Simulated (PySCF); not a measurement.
Cartesian coordinates in Å; atom numbers follow the order of the lines, from 1:
```xyz
23

N    -2.719    0.454    0.416
C    -2.124   -0.335   -0.646
C    -0.592   -0.308   -0.596
C    -0.080   -0.932    0.709
C     1.432   -1.143    0.790
C     2.240    0.160    0.811
Si    1.813    1.200   -0.702
C    -0.063    1.115   -0.824
H    -2.702   -0.054    1.297
H    -3.696    0.650    0.217
H    -2.455   -1.397   -0.657
H    -2.441    0.095   -1.610
H    -0.243   -0.953   -1.425
H    -0.579   -1.907    0.846
H    -0.398   -0.296    1.556
H     1.752   -1.764   -0.067
H     1.661   -1.738    1.691
H     1.988    0.741    1.716
H     3.322   -0.047    0.865
H     2.440    0.588   -1.921
H     2.312    2.608   -0.587
H    -0.407    1.496   -1.800
H    -0.512    1.775   -0.062
```

Geometry: PBE0-D3(BJ)/def2-SVP; GIAO absolute shieldings from PySCF, gas phase, non-relativistic, averaged over equivalent atoms.

At B3LYP/pcSseg-1 (218 basis functions, 73 s wall time on 1 thread of an Arm Neoverse N1, shared host):
| atoms | σ (ppm) |
| --- | --- |
| N1 | 233.2 |
| C2 | 123.3 |
| C3 | 136.7 |
| C4 | 144.2 |
| C5 | 150.3 |
| C8 | 167.3 |
| C6 | 169.1 |
| Si7 | 377.4 |
| H21 | 27.30 |
| H20 | 27.41 |
| H11 | 28.29 |
| H12 | 29.07 |
| H17 | 29.31 |
| H23 | 29.57 |
| H16 | 30.00 |
| H14 | 30.14 |
| H13 | 30.20 |
| H15 | 30.29 |
| H19 | 30.63 |
| H18 | 30.90 |
| H22 | 31.05 |
| H9/H10 | 31.25 |

Estimate the result of repeating the calculation with PBE0/pcSseg-1.

Results:


| atoms | σ at PBE0/pcSseg-1 | change |
| --- | --- | --- |
| N1 | 239.3 | +6.1 |
| C2 | 130.4 | +7.1 |
| C3 | 144.3 | +7.6 |
| C4 | 151.1 | +6.9 |
| C5 | 157.2 | +6.9 |
| C8 | 173.8 | +6.5 |
| C6 | 175.7 | +6.6 |
| Si7 | 391.4 | +14.0 |
| H21 | 27.11 | -0.19 |
| H20 | 27.20 | -0.21 |
| H11 | 28.24 | -0.05 |
| H12 | 28.97 | -0.10 |
| H17 | 29.22 | -0.09 |
| H23 | 29.48 | -0.09 |
| H16 | 29.91 | -0.09 |
| H14 | 30.07 | -0.07 |
| H13 | 30.09 | -0.11 |
| H15 | 30.22 | -0.07 |
| H19 | 30.52 | -0.11 |
| H18 | 30.78 | -0.12 |
| H22 | 30.94 | -0.11 |
| H9/H10 | 31.17 | -0.08 |

The largest change is at Si7 (silicon bonded to 2 C, 2 H, in a 6-membered ring). Cost: 218 basis functions, 90 s wall time on 1 thread of an Arm Neoverse N1, shared host. The order of the carbon signals is the same at both levels.
